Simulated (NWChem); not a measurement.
System: C3H6OS; SMILES CSC(C)=O

Input file for NWChem:

```
start job
memory heap 200 mb stack 900 mb global 1100 mb
geometry units angstroms noautosym
  C      0.518236    -1.949163    -0.025799
  S     -0.786433    -0.706418     0.024028
  C      0.227586     0.763225     0.007967
  C     -0.573902     2.038581    -0.016048
  O      1.429176     0.714303    -0.008389
  H      1.099326    -1.862851    -0.955348
  H      1.191817    -1.828209     0.834749
  H      0.022904    -2.928977     0.017883
  H      0.115424     2.892333     0.300000
  H     -1.496635     1.954920     0.676221
  H     -0.948724     2.209428    -1.099268
end
basis spherical
  * library def2-svp
end
dft
  xc pbe0
  grid fine
  iterations 150
end
driver
  maxiter 120
  tight
end
task dft optimize
task dft freq
```

The level has its own optimisation; frequencies are unscaled. Brackets give each atom's bonded neighbours.

Problem. What results follow from this input? (PBE0/def2-SVP.) Quantities: r C–S [C(HHHS)–S(CC)] (Å); r C–S [C(COS)–S(CC)] (Å); r C–C (Å); r C–O (Å); highest harmonic frequency (cm⁻¹); lowest (cm⁻¹); zero-point energy (kcal/mol); dipole (D).

Solution. r C–S [C(HHHS)–S(CC)] (Å): 1.801
r C–S [C(COS)–S(CC)] (Å): 1.784
r C–C (Å): 1.505
r C–O (Å): 1.203
highest harmonic frequency (cm⁻¹): 3195
lowest (cm⁻¹): 35
zero-point energy (kcal/mol): 53.8
dipole (D): 1.15
